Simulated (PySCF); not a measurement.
C$_{4}$H$_{11}$O$_{2}$Si (SMILES CCO[SiH]OCC), doublet, geometry from GFN2-xTB. Base run: HF/STO-3G (PySCF).

The PySCF input:
```python
from pyscf import gto, scf

mol = gto.Mole()
mol.atom = '''
    C    -3.236073   -0.472017    0.214621
    C    -2.172387    0.100559    1.139311
    O    -0.910195    0.170747    0.558787
    Si   -0.089285   -0.892831   -0.373844
    O     1.427478   -0.351861   -0.466537
    C     1.887663    0.976425   -0.577948
    C     3.318325    1.061068   -0.072607
    H    -4.205226   -0.442831    0.705113
    H    -3.285859    0.108675   -0.702875
    H    -2.992093   -1.501254   -0.036526
    H    -2.439201    1.124046    1.429212
    H    -2.112489   -0.509530    2.050712
    H    -0.717699   -0.976577   -1.691457
    H     1.238472    1.642136   -0.000112
    H     1.838278    1.272705   -1.633379
    H     3.690356    2.077413   -0.174916
    H     3.359208    0.769301    0.973628
    H     3.952804    0.388242   -0.643844
'''
mol.basis = 'sto-3g'
mol.charge = 0
mol.spin = 1
mol.verbose = 4
mol.build()

mf = scf.UHF(mol)
mf.kernel()
mo_i, mo_e, stable_i, stable_e = mf.stability(internal=True, external=True, return_status=True, nroots=6, tol=1e-6)
print('internally stable:', stable_i, ' externally stable:', stable_e)
if not stable_i:
    umf = mf.copy()
    umf.scf_summary = {}
    umf.kernel(umf.make_rdm1(mo_i, mf.mo_occ))
mf.analyze()
```

The bond that is stretched is that between atoms 10 and 1. A test that says stable can miss a lower solution.

The base run was repeated with changes; each row names its change, and settings that it needs were set with it.

```json
[
 {"change": "base", "ΔE vs base (kcal/mol)": "0.000", "<S^2>": "0.754", "E after following the instability (Eh)": "-", "<S^2> there": "-", "stability test says": "stable"},
 {"change": "bond × 1.25", "ΔE vs base (kcal/mol)": "26.92", "<S^2>": "0.754", "E after following the instability (Eh)": "-", "<S^2> there": "-", "stability test says": "stable"},
 {"change": "bond × 1.5", "ΔE vs base (kcal/mol)": "76.4", "<S^2>": "0.754", "E after following the instability (Eh)": "-589.19059", "<S^2> there": "0.94", "stability test says": "internal instability"},
 {"change": "bond × 1.8", "ΔE vs base (kcal/mol)": "137.0", "<S^2>": "0.754", "E after following the instability (Eh)": "-589.14490", "<S^2> there": "1.50", "stability test says": "internal instability"},
 {"change": "bond × 2.2", "ΔE vs base (kcal/mol)": "201.9", "<S^2>": "0.754", "E after following the instability (Eh)": "-589.12994", "<S^2> there": "1.71", "stability test says": "internal instability"},
 {"change": "bond × 3.0", "ΔE vs base (kcal/mol)": "243.6", "<S^2>": "0.759", "E after following the instability (Eh)": "-589.12595", "<S^2> there": "1.76", "stability test says": "internal instability"}
]
```

On stretching, the SCF can end on different states; <S^2> shows the spin contamination of each.
